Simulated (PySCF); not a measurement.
Gas-phase reaction: 2 GaI3 + 3 H2 = 2 GaH3 + 3 I2

Energies from PySCF (xtb for GFN2), thermal terms from the rigid-rotor harmonic-oscillator model, ideal gas at 1 bar. † marks an energy on the PBE0/def2-TZVP geometry and frequencies; other levels use their own. All species are closed-shell singlets. I: scalar-relativistic def2 core potential, no spin-orbit coupling. Ga: all electrons, no relativistic terms. GaH3: computed as isolated molecules; such fragments, hydroxides, amides, oligomers or adducts are transient or little studied in the gas. The harmonic model lacks anharmonicity and excited electronic states, which grow with temperature; levels with a mode under 35 cm⁻¹ are left out. Soft modes under 120 cm⁻¹ make the harmonic entropy rough for GaI3.

| level | ΔE electronic, kJ | ΔH°(298 K), kJ | ΔS°(298 K), J/K | ΔG°(1800 K), kJ |
|---|---|---|---|---|
| GFN2-xTB | 768 | 760 | 54 | 696 |
| HF/def2-TZVP† | 739 | 735 | 55 | 682 |
| PBE/def2-TZVP† | 713 | 710 | 55 | 657 |
| PBE0/def2-TZVP | 736 | 732 | 55 | 679 |
| ωB97X-V/def2-TZVP† | 732 | 729 | 55 | 676 |
ΔH° is lowest at PBE/def2-TZVP† and highest at GFN2-xTB. No reference value is set beside these.
